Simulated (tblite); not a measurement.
Compound: C4H7NO2Si.
Atom-mapped SMILES: `[CH3:1][c:2]1[n:3][o:4][cH:5][c:6]1[O:7][SiH3:8]` (hydrogens: H9, H10, H11 on C1; H12 on C5; H13, H14, H15 on Si8)

Structure optimised with GFN2-xTB, isolated species.

List the bond lengths, angles and torsions at this level.

```json
{"bond": "C1–C2", "length (Å)": "1.482", "order": "single"}
{"bond": "C2–N3", "length (Å)": "1.305", "order": "aromatic"}
{"bond": "N3–O4", "length (Å)": "1.352", "order": "aromatic"}
{"bond": "O4–C5", "length (Å)": "1.342", "order": "aromatic"}
{"bond": "C5–C6", "length (Å)": "1.366", "order": "aromatic"}
{"bond": "C6–O7", "length (Å)": "1.336", "order": "single"}
{"bond": "O7–Si8", "length (Å)": "1.631", "order": "single"}
{"bond": "C2–C6", "length (Å)": "1.431", "order": "aromatic"}
{"bond": "C1–H9, C1–H10, C1–H11", "length (Å)": "1.088", "order": "single"}
{"bond": "C5–H12", "length (Å)": "1.070", "order": "single"}
{"bond": "Si8–H13, Si8–H15", "length (Å)": "1.463", "order": "single"}
{"bond": "Si8–H14", "length (Å)": "1.453", "order": "single"}
```

Bonds in one row agree within 0.01 Å and their mean is given. Orders are formal, as drawn. A selection of angles:
```json
{"angle": "C1–C2–N3", "degrees": "123.3"}
{"angle": "C1–C2–C6", "degrees": "127.2"}
{"angle": "N3–C2–C6", "degrees": "109.5"}
{"angle": "C2–N3–O4", "degrees": "108.2"}
{"angle": "N3–O4–C5", "degrees": "109.2"}
{"angle": "O4–C5–C6", "degrees": "109.2"}
{"angle": "C5–C6–O7", "degrees": "130.8"}
{"angle": "C2–C6–C5", "degrees": "103.8"}
{"angle": "C2–C6–O7", "degrees": "125.4"}
{"angle": "C6–O7–Si8", "degrees": "131.4"}
```

Dihedral angles: C5–C6–O7–Si8 0° (synperiplanar).

The 5-membered ring C2–N3–O4–C5–C6 has internal angles of 103.8° to 109.5°; it is planar, 0.00 Å rms from its mean plane, widest ring torsion 0°. Of the pairs four or more bonds apart, Si8···H12 is among the closest relative to their van der Waals radii: 3.31 Å, 100 % of the sum of Bondi's values. O4 (ring oxygen) is bent (angle 109.2°). The 8 heavy atoms lie in one plane (0.000 Å rms). Si8 (oxygen-bound silicon) is distorted tetrahedral (angles from 98.1° to 114.3°). The 3 C–C bonds span 1.366 Å (C5–C6, aromatic) to 1.482 Å (C1–C2, drawn single), a spread of 0.116 Å.

Point group: Cs (every atom within 0.08 Å of its image). Its GFN2-xTB frequencies are all real (lowest 53 cm⁻¹). The numbers are those of one conformer.

These are computed values.
